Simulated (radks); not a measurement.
Results of a calculation; reference values are marked as such.
Er4+, configuration [Xe] 4f10.

Code: a radial shooting solver on a logarithmic mesh with Libxc functionals. Model: non-relativistic Kohn-Sham, RPBE, spin-polarised, spherical densities, point nucleus; open shells are filled with parallel spins first (spin-orbit coupling, left out, can overturn this in heavy ions); relativity is left out, which matters for an element this heavy.

Energy parts (eV):
part                      energy
total                 -340104.84
kinetic                340011.15
electron-nucleus      -805493.22
Hartree                132568.90
exchange-correlation    -7191.68

Orbitals (lengths in bohr, moments of r in powers of bohr; <r^-3> diverges for s and p1/2; r(90%) holds 90 % of the orbital's charge):
orbital  occ.  eigenvalue (eV)  r(90%)   <1/r>      <r>  <r^-3>
1s up       1        -53484.66  0.0396   67.46  0.02229       -
1s down     1        -53484.66  0.0396   67.46  0.02229       -
2s up       1        -8670.225   0.145   15.74  0.09460       -
2s down     1        -8670.149   0.145   15.74  0.09460       -
2p up       3        -8277.188   0.129   15.77  0.08014   10850
2p down     3        -8277.145   0.129   15.77  0.08014   10850
3s up       1        -1974.533   0.354   5.986   0.2425       -
3s down     1        -1972.154   0.354   5.991   0.2424       -
3p up       3        -1796.662   0.346   5.930   0.2324    2256
3p down     3        -1794.510   0.346   5.935   0.2322    2260
3d up       5        -1465.423   0.318   5.839   0.2051   391.1
3d down     5        -1463.897   0.318   5.843   0.2050   391.8
4s up       1        -425.1502   0.780   2.568   0.5438       -
4s down     1        -421.2562   0.780   2.566   0.5440       -
4p up       3        -353.6342   0.805   2.475   0.5544   505.4
4p down     3        -349.7545   0.805   2.472   0.5548   503.9
4d up       5        -225.0193   0.869   2.274   0.5802   74.76
4d down     5        -221.1623   0.871   2.270   0.5812   74.42
4f up       7         -63.3461    1.16   1.816   0.6977   12.73
4f down     3         -59.7298    1.19   1.798   0.7094   12.50
5s up       1         -90.6910    1.84   1.021    1.285       -
5s down     1         -89.2980    1.85   1.010    1.296       -
5p up       3         -70.1653    2.04  0.9208    1.412   75.61
5p down     3         -69.0727    2.06  0.9092    1.426   72.99

The highest occupied level is 4f down at -59.730 eV. The spin density at the nucleus is 0.081 e/bohr^3 (1s 0.002, 2s -0.324, 3s -3.798, 4s 1.372, 5s 2.829). Summed over all electrons, <r^2> = 31.24 bohr^2, which gives a Langevin (diamagnetic) susceptibility term of -24.7 x 10^-6 cm^3/mol. The electron density at the nucleus is 2.244e+05 e/bohr^3. The density falls to 0.001 e/bohr^3 at r = 3.03 bohr.
